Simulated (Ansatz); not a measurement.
`[NH2][InH][OH]` + HBr → `[NH2][InH][Br]` + H₂O at 400 K and 1 bar (ligand exchange at the In–O bond).

Computed with Ansatz on PBE0-D4/def2-TZVP structures; ΔE is electronic, products minus reactants. CCSD(T)/CBS is the MP2 limit (def2-TZVPP, def2-QZVPP) plus CCSD(T) − MP2 in def2-TZVPP, frozen cores. This one scheme is used for every species. def2 core potentials past Kr. For Br, In outer-core shells are correlated without core-valence functions, which leaves a few kJ/mol of doubt a bond. Scalar relativity is left out up to krypton. One conformer a species, not always the lowest.

```
         species  CCSD(T)/CBS energy (Eh)  H − E (kJ/mol)  S (J/(mol·K))
`[NH2][InH][OH]`               -322.11394           142.7          344.3
             HBr              -2573.91920            27.6          207.2
`[NH2][InH][Br]`              -2819.69701           109.5          358.1
             H₂O                -76.37941            69.8          198.6
```

H − E and S are ideal-gas, rigid-rotor, harmonic terms from PBE0-D4/def2-TZVP, for one conformer and one mirror image of each species. 1 Eh = 2625.50 kJ/mol, R = 8.31446 J/(mol·K).

By hand: ΔE, ΔH, ΔS and ΔG.

ΔE = (-2819.69701) + (-76.37941) − (-322.11394) − (-2573.91920) = -0.04328 Eh = -113.6 kJ/mol. Δ(H − E) = 109.5 + 69.8 − 142.7 − 27.6 = 9.0, so ΔH = -104.6 kJ/mol. ΔS = 358.1 + 198.6 − 344.3 − 207.2 = 5.2 J/(mol·K). ΔG = -104.6 − 400 × (5.2)/1000 = -106.7 kJ/mol.

By hand: the equilibrium constant, and the temperature at which ΔG would vanish if ΔH and ΔS stayed fixed.

log₁₀ K = −ΔG/(RT ln 10) = 13.9. ΔH and −TΔS have one sign here, so there is no such temperature.

The number of gas molecules stays the same, so ΔS is small and ΔH decides. A doubt of 5 kJ/mol in ΔE shifts log₁₀ K by 0.7 here. Other conformers and mirror images would add mixing entropy, several J/(mol·K) or more a flexible species. These are equilibria of isolated gas molecules and say nothing of rates. Largest T1 diagnostic: 0.016 (customary marks: 0.02 for closed shells, 0.045 for open ones).

ΔS is within the doubt of such terms, so its sign, and with it that verdict, could turn.
